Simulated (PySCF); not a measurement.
CBr2Cl2, SMILES ClC(Cl)(Br)Br.

The structure is a stationary point at ωB97X-D3(BJ)/def2-SVP.

Two levels are set side by side: PBE/def2-TZVP (PySCF) and B3LYP/def2-TZVP (PySCF). Same geometry, gas phase. Differences are taken from unrounded values.

| quantity | B3LYP |
|---|---|
| orbital gap (eV) | 5.76 |
| highest occupied level (eV) | -8.08 |
| lowest empty level (eV) | -2.32 |
| dipole moment (D) | 0.07 |
| mean polarisability (bohr³) | 75.0 |

Q: What does PBE give, and how far is it from B3LYP? (Estimate from the structure and the level; the computed values follow.)

A: 
```
quantity                       PBE  PBE minus B3LYP
---------------------------  -----  ---------------
orbital gap (eV)              3.98            -1.78
highest occupied level (eV)  -7.03             1.05
lowest empty level (eV)      -3.05            -0.73
dipole moment (D)             0.03            -0.04
mean polarisability (bohr³)   76.9              1.9
```

Without exact exchange PBE keeps part of each electron's self-repulsion, which lifts occupied levels and narrows the gap. Differences between two approximate levels are no errors against the true value.

Rough cost on one machine, each run with all the roots and properties that it gave: B3LYP against PBE within a factor of 2.
